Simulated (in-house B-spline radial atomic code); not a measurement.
The numbers below are computed, except where a source is named.
## Ghost states of the separable form: V

V, [Ar] 3d3 4s2, non-relativistic LDA (VWN5), spherical and spin-unpolarised, from an all-electron radial atomic-structure program (B-spline basis) (atomic units; all potentials screened as in the neutral atom).

Troullier-Martins channels: 4s (ε = -0.1760, r_c = 2.794 bohr), 3d (ε = -0.2046, r_c = 2.574 bohr). In the Kleinman-Bylander form one channel serves as the local potential, and each other channel l becomes |δV u><u δV|/<u|δV|u>, with δV = V_l − V_local and u the pseudo-orbital. Its strength is E_KB = <u|δV²|u>/<u|δV|u>. By the analysis of Gonze, Stumpf and Scheffler a spurious state lies below the reference level ε if E_KB > 0 and ε is above the second level of the local potential alone, or if E_KB < 0 and ε is above its first. The table's levels are those of angular momentum l in a sphere of 9 bohr, whose wall can lift a shallow ε a little above its free-atom value.

```tsv
local	channel	<u δV u>	<u δV² u>	ε	first local level	second local level
s	d	-3.2447	18.834	-0.2046	0.0805	0.3268
d	s	0.14324	0.73383	-0.1750	-4.8774	-0.4823
```

Apply the rule to each row.

Local s, channel d: E_KB = -5.8, so ε = -0.2046 is set against 0.0805: no ghost. Local d, channel s: E_KB = +5.12, so ε = -0.1750 is set against -0.4823: a ghost.

Diagonalising the separable Hamiltonian gives:

| local | channel | three lowest levels | all-electron, two lowest valence levels |
| --- | --- | --- | --- |
| s | d | -0.2046, 0.1051, 0.3896 | -0.2046, 0.1019 |
| d | s | -2.0385, -0.1750, 0.1013 | -0.1750, 0.1015 |

Which choices of local channel are safe?

Free of ghosts: s. With d local the s channel has a ghost 1.86 hartree below ε, since the local potential binds more than one state below ε, and a repulsive term of rank one raises each level at most to the next, so it clears only one of them. Among the safe choices the second level, which tests transfer, is off by at most 3.2 millihartree (s local).
